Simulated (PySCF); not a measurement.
Geometries of 3 isomers of C2H5NSi, from PySCF, PBE0-D3(BJ)/def2-SVP geometry optimisation, gas phase. One conformer each, no zero-point energy, no frequencies.

Question: Which isomer lies lowest at this level?
A.
```xyz
9
angstrom
C     -1.244    0.441    0.009
Si     0.318   -0.582   -0.038
C      1.787    0.556    0.114
N      2.688    1.280    0.209
H     -1.317    0.997    0.955
H     -2.126   -0.212   -0.080
H     -1.261    1.163   -0.821
H      0.484   -1.313   -1.325
H      0.408   -1.539    1.100
```
B.
```xyz
9
angstrom
C      2.440   -0.119   -0.122
C      1.253    0.154   -0.153
Si    -0.561    0.505   -0.183
N     -1.576   -0.877    0.018
H      3.489   -0.352   -0.096
H     -0.871    1.118   -1.505
H     -0.844    1.456    0.930
H     -1.623   -1.559   -0.731
H     -1.592   -1.344    0.919
```
C.
```xyz
9
angstrom
N     -1.405    1.679    1.193
C     -0.994    0.695    0.739
C     -0.444   -0.513    0.160
Si     1.370   -0.308   -0.396
H     -1.053   -0.816   -0.707
H     -0.498   -1.331    0.897
H      1.459    0.790   -1.399
H      1.800   -1.600   -1.008
H      2.220    0.003    0.787
```

Answer: A. That is `C[SiH2]C#N`, 10.1 kcal/mol below the next.

```
    SMILES      atoms numbered as above      E (Eh)  relative (kcal/mol)  relative (kJ/mol)  dipole (D)
C[SiH2]C#N   [CH3:1][SiH2:2][C:3]#[N:4]  -422.98821                  0.0                0.0        3.82
N#CC[SiH3]   [N:1]#[C:2][CH2:3][SiH3:4]  -422.97214                 10.1               42.2        3.82
C#C[SiH2]N  [CH:1]#[C:2][SiH2:3][NH2:4]  -422.94971                 24.2              101.1        1.57
```

As drawn, the lowest has a C≡N group, which the highest lacks; the highest has a C≡C bond and an N–H bond, which the lowest lacks.
